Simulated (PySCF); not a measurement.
Geometry:
```json
{"atom": "C1", "x (Å)": "-2.568", "y (Å)": "1.203", "z (Å)": "0.858"}
{"atom": "C2", "x (Å)": "-2.103", "y (Å)": "0.247", "z (Å)": "0.032"}
{"atom": "C3", "x (Å)": "-3.041", "y (Å)": "-0.575", "z (Å)": "-0.807"}
{"atom": "Al4", "x (Å)": "-0.157", "y (Å)": "0.034", "z (Å)": "0.023"}
{"atom": "C5", "x (Å)": "1.222", "y (Å)": "0.967", "z (Å)": "1.076"}
{"atom": "C6", "x (Å)": "2.489", "y (Å)": "0.544", "z (Å)": "0.306"}
{"atom": "C7", "x (Å)": "2.378", "y (Å)": "-0.905", "z (Å)": "-0.200"}
{"atom": "C8", "x (Å)": "1.073", "y (Å)": "-1.123", "z (Å)": "-0.991"}
{"atom": "H9", "x (Å)": "-1.903", "y (Å)": "1.814", "z (Å)": "1.480"}
{"atom": "H10", "x (Å)": "-3.642", "y (Å)": "1.422", "z (Å)": "0.953"}
{"atom": "H11", "x (Å)": "-2.949", "y (Å)": "-1.650", "z (Å)": "-0.575"}
{"atom": "H12", "x (Å)": "-2.808", "y (Å)": "-0.479", "z (Å)": "-1.881"}
{"atom": "H13", "x (Å)": "-4.096", "y (Å)": "-0.287", "z (Å)": "-0.662"}
{"atom": "H14", "x (Å)": "1.245", "y (Å)": "0.546", "z (Å)": "2.100"}
{"atom": "H15", "x (Å)": "1.144", "y (Å)": "2.058", "z (Å)": "1.199"}
{"atom": "H16", "x (Å)": "2.620", "y (Å)": "1.208", "z (Å)": "-0.569"}
{"atom": "H17", "x (Å)": "3.405", "y (Å)": "0.663", "z (Å)": "0.912"}
{"atom": "H18", "x (Å)": "2.388", "y (Å)": "-1.579", "z (Å)": "0.676"}
{"atom": "H19", "x (Å)": "3.274", "y (Å)": "-1.167", "z (Å)": "-0.790"}
{"atom": "H20", "x (Å)": "1.183", "y (Å)": "-0.734", "z (Å)": "-2.023"}
{"atom": "H21", "x (Å)": "0.815", "y (Å)": "-2.189", "z (Å)": "-1.098"}
```

Geometry: PBE0-D3(BJ)/def2-SVP; GIAO shifts from PySCF 2.14, gas phase, non-relativistic, averaged over equivalent atoms.

At PBE0/pcSseg-1 (208 basis functions, 86 s wall time on 1 thread of an Arm Neoverse N1, shared host):
```
          atoms  δ (ppm)
             C2    163.0
             C1    146.0
          C6/C7     30.0
             C3     28.8
          C5/C8      7.9
            Al4    230.1
            H10     6.48
             H9     6.04
    H11/H12/H13     2.10
H16/H17/H18/H19     1.62
H14/H15/H20/H21     0.18
```

Chemical shifts δ = σref − σ; TMS for 13C (σ = 184.41 ppm) and 1H (σ = 31.27 ppm); 27Al (σ = 489.28 ppm) vs AlH4-, all at this level.

**Question.** Estimate the result of repeating the calculation with B3LYP/pcSseg-1.

**Answer.** 
```json
{"atoms": "C2", "δ at B3LYP/pcSseg-1": "165.2", "change": "+2.2"}
{"atoms": "C1", "δ at B3LYP/pcSseg-1": "144.6", "change": "-1.4"}
{"atoms": "C6/C7", "δ at B3LYP/pcSseg-1": "31.6", "change": "+1.6"}
{"atoms": "C3", "δ at B3LYP/pcSseg-1": "29.2", "change": "+0.4"}
{"atoms": "C5/C8", "δ at B3LYP/pcSseg-1": "8.5", "change": "+0.6"}
{"atoms": "Al4", "δ at B3LYP/pcSseg-1": "236.5", "change": "+6.4"}
{"atoms": "H10", "δ at B3LYP/pcSseg-1": "6.33", "change": "-0.15"}
{"atoms": "H9", "δ at B3LYP/pcSseg-1": "5.90", "change": "-0.14"}
{"atoms": "H11/H12/H13", "δ at B3LYP/pcSseg-1": "2.09", "change": "-0.01"}
{"atoms": "H16/H17/H18/H19", "δ at B3LYP/pcSseg-1": "1.64", "change": "+0.02"}
{"atoms": "H14/H15/H20/H21", "δ at B3LYP/pcSseg-1": "0.17", "change": "-0.01"}
```

Chemical shifts δ = σref − σ; TMS for 13C (σ = 179.24 ppm), 1H (σ = 31.38 ppm); 27Al (σ = 484.83 ppm) vs AlH4-, all at this level.

The largest change is at Al4 (aluminium bonded to 3 C, in a 5-membered ring). Cost: 208 basis functions, 67 s wall time on 1 thread of an Arm Neoverse N1, shared host. The order of the carbon signals is the same at both levels.
